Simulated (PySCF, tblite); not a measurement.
Compound: C5H5ClO.
Atom-mapped SMILES: `[CH:1]#[C:2]/[C:3]([Cl:4])=[CH:5]\[O:6][CH3:7]` (hydrogens: H8 on C1; H9 on C5; H10, H11, H12 on C7)

Computed with GFN2-xTB (tblite), gas phase: Langevin dynamics at 600 K from the optimised GFN2-xTB geometry, time step 0.5 fs, friction 0.01 fs⁻¹, 2000 steps. Over the second half of the run the saved frames average 559 K.

Frame at 250 fs, instantaneous temperature 531 K:
```
atom  x, y, z in Å
C1      0.070    2.190   -0.867
C2      0.240    1.096   -0.416
C3      0.689   -0.163    0.281
Cl4     2.326   -0.317    0.118
C5     -0.159   -1.112    0.753
O6     -1.412   -1.194    1.138
C7     -2.345   -0.431    0.398
H8     -0.396    2.871   -1.496
H9      0.371   -2.000    1.105
H10    -2.320   -0.959   -0.584
H11    -3.365   -0.478    0.804
H12    -2.097    0.604    0.212
```

Frame at 425 fs, instantaneous temperature 702 K:
```
atom  x, y, z in Å
C1     -0.217    1.827   -0.246
C2      0.112    0.672   -0.154
C3      0.374   -0.583    0.501
Cl4     2.032   -0.514    0.651
C5     -0.539   -1.293    1.149
O6     -1.905   -1.397    0.939
C7     -2.381   -1.102   -0.334
H8     -0.378    2.823   -0.476
H9     -0.326   -2.025    1.910
H10    -2.078   -1.724   -1.099
H11    -3.468   -1.046   -0.426
H12    -2.093   -0.210   -0.767
```

Frame at 625 fs, instantaneous temperature 568 K:
```
atom  x, y, z in Å
C1     -0.275    1.600   -0.318
C2     -0.153    0.413    0.015
C3      0.269   -0.824    0.511
Cl4     1.868   -1.052    1.068
C5     -0.454   -1.991    0.542
O6     -1.797   -2.119    0.235
C7     -2.557   -0.773    0.390
H8     -0.436    2.551   -0.782
H9     -0.035   -2.951    0.631
H10    -2.297   -0.162   -0.452
H11    -3.607   -1.170    0.580
H12    -2.214   -0.171    1.200
```

Frame at 800 fs, instantaneous temperature 437 K:
```
atom  x, y, z in Å
C1      0.028    1.922   -0.518
C2     -0.067    0.750   -0.307
C3      0.126   -0.522    0.284
Cl4     1.664   -0.836    0.995
C5     -0.799   -1.445    0.482
O6     -1.907   -1.811   -0.082
C7     -2.594   -0.863   -0.797
H8     -0.023    2.935   -0.772
H9     -0.529   -2.345    1.005
H10    -1.857   -0.164   -1.179
H11    -2.983   -1.306   -1.631
H12    -3.325   -0.363   -0.128
```

Frame at 1000 fs, instantaneous temperature 600 K:
```
atom  x, y, z in Å
C1     -0.516    1.469    0.008
C2     -0.170    0.331    0.267
C3      0.381   -0.947    0.578
Cl4     2.098   -0.855    1.044
C5     -0.433   -1.996    0.579
O6     -1.750   -2.135    0.529
C7     -2.835   -1.205    0.074
H8     -0.954    2.342   -0.397
H9     -0.051   -2.901    0.945
H10    -3.288   -0.682    0.970
H11    -2.451   -0.431   -0.569
H12    -3.311   -1.877   -0.557
```

**Question.** What do single points at PBE0/pcSseg-1 (PySCF, gas phase) give on these frames?

**Answer.** 
```tsv
t (fs)	GFN2-xTB E above start (eV)	DFT E above lowest frame (eV)	HOMO (eV)	LUMO (eV)	dipole (D)
250	0.76	0.12	-6.56	-0.81	2.49
425	1.12	0.55	-6.72	-0.89	1.48
625	0.85	0.06	-6.39	-1.23	2.24
800	0.66	0.00	-6.43	-0.74	2.56
1000	0.86	0.12	-6.46	-0.69	3.21
```

The two levels order the frames alike by energy but for pairs within 0.08 eV at one level; measured from each level's lowest frame they differ by 0.13 eV at most. The HOMO–LUMO gap runs from 5.16 to 5.83 eV. These are instantaneous structures, not minima.

**Question.** And the isotropic GIAO shieldings (ppm) from the same runs?

**Answer.** 
```json
{"atom": "C1", "250 fs": "102.7", "425 fs": "89.2", "625 fs": "74.5", "800 fs": "88.4", "1000 fs": "91.5", "mean": "89.3", "range": "28.2"}
{"atom": "C2", "250 fs": "87.1", "425 fs": "101.9", "625 fs": "100.3", "800 fs": "102.9", "1000 fs": "96.9", "mean": "97.8", "range": "15.8"}
{"atom": "C3", "250 fs": "83.7", "425 fs": "87.3", "625 fs": "81.3", "800 fs": "91.8", "1000 fs": "79.1", "mean": "84.6", "range": "12.7"}
{"atom": "Cl4", "250 fs": "774.3", "425 fs": "731.7", "625 fs": "773.3", "800 fs": "730.5", "1000 fs": "702.1", "mean": "742.4", "range": "72.2"}
{"atom": "C5", "250 fs": "27.3", "425 fs": "27.1", "625 fs": "5.8", "800 fs": "30.2", "1000 fs": "28.0", "mean": "23.7", "range": "24.4"}
{"atom": "O6", "250 fs": "221.1", "425 fs": "233.0", "625 fs": "149.9", "800 fs": "215.1", "1000 fs": "205.9", "mean": "205.0", "range": "83.1"}
{"atom": "C7", "250 fs": "129.1", "425 fs": "142.3", "625 fs": "105.4", "800 fs": "137.0", "1000 fs": "121.4", "mean": "127.0", "range": "36.9"}
{"atom": "H8", "250 fs": "29.3", "425 fs": "28.9", "625 fs": "26.9", "800 fs": "28.7", "1000 fs": "28.2", "mean": "28.4", "range": "2.4"}
{"atom": "H9", "250 fs": "25.1", "425 fs": "24.9", "625 fs": "24.3", "800 fs": "25.4", "1000 fs": "25.6", "mean": "25.1", "range": "1.3"}
{"atom": "H10", "250 fs": "27.5", "425 fs": "30.3", "625 fs": "25.4", "800 fs": "26.4", "1000 fs": "26.3", "mean": "27.2", "range": "4.9"}
{"atom": "H11", "250 fs": "27.6", "425 fs": "28.3", "625 fs": "26.0", "800 fs": "29.6", "1000 fs": "26.5", "mean": "27.6", "range": "3.6"}
{"atom": "H12", "250 fs": "26.8", "425 fs": "28.7", "625 fs": "27.7", "800 fs": "27.7", "1000 fs": "27.9", "mean": "27.8", "range": "1.9"}
```

The cost below is that of the whole dynamics run. Time: 17 s of wall time; peak memory 0.18 GiB. Hardware: an Arm Neoverse N1 with one thread (shared host).
